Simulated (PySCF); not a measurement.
Calculated properties of `C1C(=O)OC[C@H](C1)C#C`

Compound: C7H8O2.
Cartesian coordinates in Å at the PBE0-D3(BJ)/def2-SVP level; atoms count from 1:
```
atom  x, y, z in Å
C1     3.2071    0.6037   -0.2383
C2     2.0066    0.4480   -0.2433
C3     0.5613    0.2660   -0.2205
C4     0.1358   -1.0865    0.3513
C5    -1.3787   -1.1910    0.3005
C6    -2.1448    0.0428    0.7333
O7    -3.3070    0.0128    1.0180
O8    -1.5040    1.2284    0.7118
C9    -0.0982    1.3644    0.6092
H10    4.2732    0.7390   -0.2424
H11    0.1849    0.3445   -1.2581
H12    0.4996   -1.1592    1.3899
H13    0.6038   -1.9111   -0.2059
H14   -1.7635   -2.0282    0.8993
H15   -1.7132   -1.3847   -0.7339
H16    0.0813    2.3532    0.1655
H17    0.3384    1.3663    1.6233
```

Some functional groups and rings: ester and alkyne.

**PBE0-D3(BJ)/def2-SVP geometry optimisation, gas phase (PySCF)**

| Quantity | Value |
| --- | --- |
| Point group | C1 |
| Rotational constants A, B, C | 4.646, 0.999, 0.851 GHz |

wB97X-D/def2-SVPD ground state and vertical TDDFT (core frozen in the response) (PySCF):

| Item | Value |
| --- | --- |
| Dipole moment | 4.40 D |
| HOMO energy | -9.88 eV |
| LUMO energy | 1.61 eV |
| HOMO–LUMO gap | 11.49 eV |
| Lowest singlet excitation | 5.69 eV (218 nm, f = 0.001) |
| Strongest line among the 6 lowest singlet transitions | S5 at 7.66 eV (162 nm, f = 0.079) |
| Static isotropic polarisability | 84.9 au |
| Electronic spatial extent ⟨r²⟩ about the centre of nuclear charge | 1301 bohr² |

Monoisotopic mass from the formula: 124.0524 u.

The dipole matches unit charges of opposite sign 0.92 Å apart (1 e·Å = 4.8032 D). No computed singlet falls in the visible range (750 to 380 nm, 1.65 to 3.26 eV); S1 lies 2.43 eV above its blue end. S1 lies 5.80 eV below the HOMO–LUMO gap; its leading configuration is HOMO→LUMO, weight 0.68. The largest Löwdin shares of the HOMO are 0.60 on O7, 0.11 on C6, 0.09 on C5 and 0.09 on O8.

For the geometry optimisation (PBE0-D3(BJ)/def2-SVP), hardware: one thread of an AMD EPYC 7R43, shared host with 256 logical CPUs at a one-minute load of 116. Cost: 98 s wall, 0.69 GiB resident at most.

One conformer stands for the species.
